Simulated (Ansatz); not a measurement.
C2H7GaSi (`C=[C]([SiH3])[GaH2]`) at its PBE0-D4/def2-TZVP geometry, where that method's forces vanish. The species carries charge 0 and has multiplicity 1.

```xyz
11

C    -0.8734    1.0454   -0.8079
C    -0.1602    0.1030   -0.1773
Si    0.8703    0.5347    1.3081
Ga   -0.2728   -1.7165   -0.9045
H    -1.4878    0.8274   -1.6817
H    -0.8839    2.0885   -0.4871
H     2.3022    0.2118    1.0576
H     0.4370   -0.2616    2.4892
H     0.7491    1.9848    1.6294
H    -1.1905   -1.9049   -2.1671
H     0.5100   -2.9127   -0.2586
```

**Question.** What forces (eV/Å) does B3LYP-D4/def2-TZVPP give on these atoms in the Gaussian-basis code of Ansatz? (Estimate.)

**Answer.** The calculation gave: 
```
C1  -0.084  0.099 -0.078
C2   0.015  0.083  0.046
Si3  0.097  0.030  0.136
Ga4 -0.009 -0.158 -0.063
H5   0.040  0.038  0.065
H6  -0.011 -0.075 -0.038
H7  -0.089  0.020  0.017
H8   0.028  0.050 -0.073
H9   0.010 -0.093 -0.018
H10  0.011 -0.004  0.014
H11 -0.008  0.010 -0.007
```

B3LYP here is the variant with VWN-RPA as its local correlation; programs differ in this.
